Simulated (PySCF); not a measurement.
Ga(Me)2(OEt), C4H11GaO, SMILES [O]([Ga]([CH3])[CH3])CC, GFN2-xTB optimised geometry.

```
17

Ga     0.62     0.40     0.00
C      2.66     0.40     0.00
H      3.03    -0.10    -0.90
H      3.02    -0.15     0.87
H      3.06     1.42     0.03
C     -0.76     1.92     0.00
H     -1.47     1.79    -0.82
H     -0.28     2.89    -0.10
H     -1.33     1.91     0.93
O      0.11    -1.26     0.01
C     -0.90    -2.23     0.01
C     -2.30    -1.62    -0.06
H     -0.75    -2.89    -0.85
H     -0.81    -2.83     0.92
H     -2.39    -1.03    -0.98
H     -3.06    -2.39    -0.06
H     -2.45    -0.96     0.79
```

Density from B3LYP/def2-SVP run with PySCF at that geometry.

Minimum of the electron density along straight lines between bonded atoms, close to the bond critical point (lines longer than 1.1 times the sum of covalent radii, or with two minima, are not listed):

```tsv
bond	length / Å	ρ at the minimum / e bohr⁻³	∇²ρ there / e bohr⁻⁵	position (fraction from the first atom)
Ga1–C2	2.038	0.103	…	0.47
C2–H3	1.091	0.270	-0.96	0.63
C2–H4	1.091	0.270	-0.96	0.63
C2–H5	1.090	0.271	-0.97	0.62
Ga1–C6	2.055	0.100	0.11	0.47
C6–H7	1.092	0.269	-0.95	0.62
C6–H8	1.089	0.272	-0.97	0.63
Ga1–O10	1.743	0.131	…	0.48
O10–C11	1.403	0.255	…	0.66
C11–C12	1.524	0.251	-0.60	0.50
C11–H13	1.098	0.280	-1.05	0.63
C11–H14	1.098	0.280	-1.05	0.63
C12–H15	1.090	0.276	-1.00	0.62
C12–H16	1.087	0.276	-1.01	0.62
C12–H17	1.090	0.276	-1.00	0.62
```

Q: Fill in the missing entries.

A: 
- Ga1–C2, ∇²ρ there / e bohr⁻⁵: 0.12
- Ga1–O10, ∇²ρ there / e bohr⁻⁵: 0.94
- O10–C11, ∇²ρ there / e bohr⁻⁵: -0.38
